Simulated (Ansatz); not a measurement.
Coupled-cluster run, C2H4SiZn.

```yaml
crystal:
  periodic: [false, false, false]
  atoms:
    - {symbol: Si, position_ang: [-0.482135, 1.125238, -0.335506]}
    - {symbol: C, position_ang: [-0.428143, -0.559350, 0.360031]}
    - {symbol: C, position_ang: [-0.379813, -1.674590, 0.816680]}
    - {symbol: Zn, position_ang: [3.200771, -1.013058, -0.551302]}
    - {symbol: H, position_ang: [-1.517024, 1.185587, -1.395996]}
    - {symbol: H, position_ang: [-0.809776, 2.090662, 0.741460]}
    - {symbol: H, position_ang: [0.846742, 1.448877, -0.912011]}
    - {symbol: H, position_ang: [-0.338422, -2.660267, 1.220747]}
basis:
  gaussian: {orbitals: def2-SVP}
correlation: {method: ccsd_t, frozen_orbitals: {C: 1, H: 0, Si: 5, Zn: 9}}
```

```sh
$ ansatz run in.yaml --threads 4 --pin off --events-out ev --progress --plain
```

Output of Ansatz, abridged:

```
Functional definition: HF
959 factors; integrals over basis functions are off by at most 1.3e-3 eV
mean field evaluation 1: about -58348.7480 eV, gradient 2.2e1 eV
mean field evaluation 2: about -58348.8046 eV, gradient 2.2e1 eV
mean field evaluation 4: about -58350.5321 eV, gradient 2.1e0 eV
mean field evaluation 8: about -58350.5523 eV, gradient 2.0e-1 eV
mean field -58350.55242188 eV, -2144.3432500789 hartree, gradient 1.9e-6 eV, S^2 0.000000; 0 other end points of the search recorded, 0 dependent functions left out
16 core orbitals not correlated: weight in the atoms' cores, before any rotation towards them, 1.000 or more for the frozen orbitals, at most 0.000 for the correlated occupied ones
reference -58350.55242188 eV, -2144.3432500789 hartree; 14, 14 occupied and 67, 67 virtual orbitals, 959 factors
second order -17.45477947 eV of doubles, -0.00000000 eV of singles
cycle   1  -17.30867908 eV  change    1.5e-1 eV  update   1.2e-1
cycle   2  -17.96374086 eV  change   -6.6e-1 eV  update   4.1e-2
cycle   3  -18.07062705 eV  change   -1.1e-1 eV  update   1.7e-2
cycle   4  -18.07250386 eV  change   -1.9e-3 eV  update   4.5e-3
cycle   5  -18.07490682 eV  change   -2.4e-3 eV  update   1.7e-3
cycle   6  -18.07651851 eV  change   -1.6e-3 eV  update   5.7e-4
cycle   7  -18.07699818 eV  change   -4.8e-4 eV  update   1.9e-4
cycle   8  -18.07702204 eV  change   -2.4e-5 eV  update   4.9e-5
cycle   9  -18.07704537 eV  change   -2.3e-5 eV  update   1.5e-5
perturbative correction -0.62126392 eV, -0.0228310281 hartree
Total energy: -58369.25073117 eV, -2145.0304002714 hartree
```

Run time 2.5 s (4 threads of a server CPU on a shared host); peak host memory 0.34 GiB.

MP2 recovers 93.3 % of the CCSD(T) correlation energy and the triples give 3.3 %; T1 = 0.0123.
